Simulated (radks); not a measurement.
The tellurium ion Te2+ inside a hard spherical wall (all orbitals vanish at R), configuration held at [Kr] 4d10 5s2 5p2 and not refilled when levels cross. Calculated with a radial shooting solver on a logarithmic mesh with Libxc functionals: scalar-relativistic Kohn-Sham, r2SCAN, spin-polarised, spherical densities, finite nucleus; open shells are filled with parallel spins first (spin-orbit coupling, left out, can overturn this in heavy ions); meta-GGA in the generalised Kohn-Sham scheme; Fermi nuclear charge, rms radius 4.7423 fm. Eigenvalues in eV for spin up, with the zero of energy where the potential of the charges vanishes at infinity; a dash marks a level that is unbound or too diffuse for the functional's potential to be trusted. A positive occupied level is held by the wall or, in an anion where self-interaction has pushed it up, behind a barrier. The pressure on the wall is -dE/dV.

| R (bohr) | E (hartree) | kinetic (hartree) | e(4p) | e(4d) | e(5s) | e(5p) | e(5d, empty) | e(6s, empty) | pressure (GPa) |
|---|---|---|---|---|---|---|---|---|---|
| free | -6794.20071 | 7118.659 | -136.87 | -62.094 | -34.163 | -23.416 | -9.975 | - | 0 |
| 15 | -6794.20071 | 7118.659 | -136.87 | -62.094 | -34.163 | -23.416 | -9.975 | -9.328 | < 0.0001 |
| 12 | -6794.20071 | 7118.659 | -136.87 | -62.094 | -34.163 | -23.416 | -9.974 | -9.323 | < 0.0001 |
| 10 | -6794.20071 | 7118.659 | -136.87 | -62.094 | -34.163 | -23.416 | -9.968 | -9.275 | < 0.0001 |
| 8 | -6794.20067 | 7118.660 | -136.87 | -62.092 | -34.162 | -23.414 | -9.904 | -8.913 | 0.00286 |
| 6 | -6794.19791 | 7118.692 | -136.77 | -61.994 | -34.093 | -23.322 | -9.263 | -6.495 | 0.386 |
| 3.5 | -6793.76559 | 7121.226 | -132.15 | -57.598 | -29.736 | -16.976 | 4.116 | 28.587 | 163 |
| 3 | -6793.03274 | 7124.600 | -127.97 | -53.652 | -23.910 | -9.035 | 17.043 | 59.181 | 614 |
| 2.5 | -6790.89590 | 7133.488 | -119.78 | -45.738 | -8.796 | 10.233 | 44.562 | 121.23 | 2710 |
| 2 | -6783.63786 | 7161.481 | -101.14 | -26.374 | 36.060 | 63.305 | 110.42 | 262.98 | 15500 |
| 1.5 | -6752.26987 | 7269.880 | -46.744 | 34.690 | 195.55 | 237.30 | 298.84 | 651.43 | 133000 |
